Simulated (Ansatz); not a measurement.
Wavefunction ladder for C4H7Al, SMILES `C#[C][Al]([CH3])[CH3]`

```xyz
12

C    -2.532   -0.118   -1.724
C    -1.531   -0.070   -1.044
Al    0.057    0.013    0.030
C     1.428    1.321   -0.419
C     0.199   -1.235    1.517
H    -3.414   -0.161   -2.323
H     2.388    0.830   -0.613
H     1.600    2.007    0.418
H     1.171    1.919   -1.295
H     0.183   -2.269    1.155
H    -0.658   -1.136    2.192
H     1.110   -1.102    2.106
```

Total charge 0; spin multiplicity 1. All single points use the PBE0-D4/def2-TZVP geometry. Frozen core, restricted reference, Ansatz. CBS rows extrapolate triple and quadruple zeta; past MP2 they add the triple-zeta difference.

| basis | HF (Eh) | MP2 corr. |
| --- | --- | --- |
| def2-SVP | -397.23978 | -0.59810 |
| def2-TZVPP | -397.50056 | -0.73180 |
| def2-QZVPP | -397.51451 | -0.77902 |

Problem. Estimate the CCSD correlation energy and the (T) correction in each basis where they were run (hartree).

Solution. 
| basis | CCSD corr. | (T) |
| --- | --- | --- |
| def2-SVP | -0.64931 | -0.02288 |
| def2-TZVPP | -0.77418 | -0.03497 |
| CBS(def2) | -0.85637 | as TZ |
